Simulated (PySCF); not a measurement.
BrCl, SMILES ClBr.

The structure is a stationary point at B3LYP-D3(BJ)/def2-TZVP.

The numbers are results of PySCF with PBE/def2-TZVPD, not measurements.

The molecule is in vacuum.

The total energy is -3033.77913 hartree, the point group is C∞v and the highest occupied level is -7.12 eV. The lowest empty level is -4.61 eV and the orbital gap is 2.51 eV. The dipole moment comes out as 0.46 D and the quadrupole, principal values (traceless, Buckingham form, about the centre of nuclear charge) is -1.85, -1.85, 3.70 D·Å. The mean static polarisability comes out as 39.1 bohr³ (5.79 Å³) and the polarisability, principal values is 32.3, 32.3, 52.7 bohr³.
